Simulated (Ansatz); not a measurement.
AlFH2OTe, SMILES `[OH][Al]([F])[TeH]` at its PBE0-D4/def2-TZVP geometry, where that method's forces vanish. Charge 0, multiplicity 1. Te: def2 effective core potential.

```tsv
atom	x (Å)	y (Å)	z (Å)
O1	-0.6174	-1.3323	-0.6378
Al2	-0.6801	0.2939	-0.2153
F3	-2.0459	1.1278	-0.5816
Te4	1.1365	1.5912	0.9376
H5	0.1270	-1.9081	-0.4754
H6	2.0799	0.2274	0.9725
```

(1) For each bond, give half the difference of the two atoms' forces along it (eV/Å; positive pushes the atoms apart) under PBE-D4, r2SCAN-D4, B3LYP-D4, ωB97M-V in def2-TZVPP. (An estimate is asked.)

## Answers

(1) Ansatz gave: 
```csv
bond,length (Å),PBE-D4,r2SCAN-D4,B3LYP-D4,ωB97M-V
O1–Al2,1.681,0.15,0.03,0.03,0.06
O1–H5,0.955,0.33,0.01,0.00,-0.05
Al2–F3,1.642,0.40,0.04,0.09,0.10
Al2–Te4,2.512,-0.07,-0.01,0.05,-0.14
Te4–H6,1.659,0.26,0.02,0.08,-0.12
```

B3LYP here is the variant with VWN-RPA as its local correlation; programs differ in this.
